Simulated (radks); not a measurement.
Polarisability of the magnesium ion Mg+, [Ne] 3s1, at imaginary frequency. Calculated with a radial shooting solver on a logarithmic mesh with Libxc functionals: scalar-relativistic Kohn-Sham, LB94 model potential, spin-unpolarised, spherical densities, finite nucleus; Fermi nuclear charge, rms radius 3.057 fm. Response by self-consistent Sternheimer equations with the Hartree and adiabatic LDA kernel, the relativistic mass of each level held fixed and spin-orbit coupling left out.

| w (hartree) | alpha1(iw) (bohr^3) | alpha2(iw) (bohr^5) |
|---|---|---|
| 0.00266 | 23.69 | 123.3 |
| 0.0143 | 23.58 | 123.1 |
| 0.0360 | 22.94 | 122.0 |
| 0.0697 | 21.08 | 118.5 |
| 0.118 | 17.49 | 110.5 |
| 0.186 | 12.69 | 95.86 |
| 0.280 | 8.102 | 74.79 |
| 0.413 | 4.754 | 51.39 |
| 0.605 | 2.695 | 31.14 |
| 0.892 | 1.537 | 16.92 |
| 1.35 | 0.9038 | 8.355 |
| 2.12 | 0.5383 | 3.743 |
| 3.59 | 0.2947 | 1.468 |
| 6.94 | 0.1213 | 0.4492 |
| 17.5 | 0.02630 | 0.07842 |

Static values: alpha1 = 23.70 bohr^3 (3.512 angstrom^3; uncoupled 29.55), alpha2 = 123.3 bohr^5, alpha3 = 1220 bohr^7. C6 = 86.02, C8 = 2841, triple-dipole C9 = 1496 atomic units. One-pole (London) frequency 4 C6 / (3 alpha1^2) = 0.204 hartree, against 0.576 for minus the highest occupied eigenvalue.
